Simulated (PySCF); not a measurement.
## Shieldings and the share of exact exchange

Molecule: `InChI=1S/C5H3NOS/c6-4-8-5-2-1-3-7-5/h1-3H`.

Atom-mapped SMILES (the numbers label the heavy atoms): `[N:1]#[C:2][S:3][c:4]1[cH:5][cH:6][cH:7][o:8]1`. Each H is labelled by its parent atom.

GIAO shieldings (ppm, equivalent atoms averaged) in PySCF 2.14 on the PBE0-D3(BJ)/def2-SVP geometry, basis pcSseg-1, gas phase, non-relativistic:

```csv
functional,exact exchange (%),σ(S3),σ(O8)
BLYP,0,475.4,-1.7
BP86,0,492.7,2.7
PBE,0,496.9,2.0
PBE0,25,518.3,8.5
BHandHLYP,50,518.9,14.4
HF,100,564.7,39.6
```

(1) Fit each shielding as a line in the percentage of exact exchange.

(2) What does the line predict for B3LYP (20 %), and what does the run give?

## Answers

(1) σ(S3) = 489.6 + 0.74 x (rms 8.5 ppm); σ(O8) = 0.1 + 0.37 x (rms 2.5 ppm). The functionals also differ in their semilocal parts, which the line can't hold; Hartree–Fock has no correlation at all.

(2) σ(S3): 504.4 predicted, 493.7 computed; σ(O8): 7.5 predicted, 3.7 computed ppm.
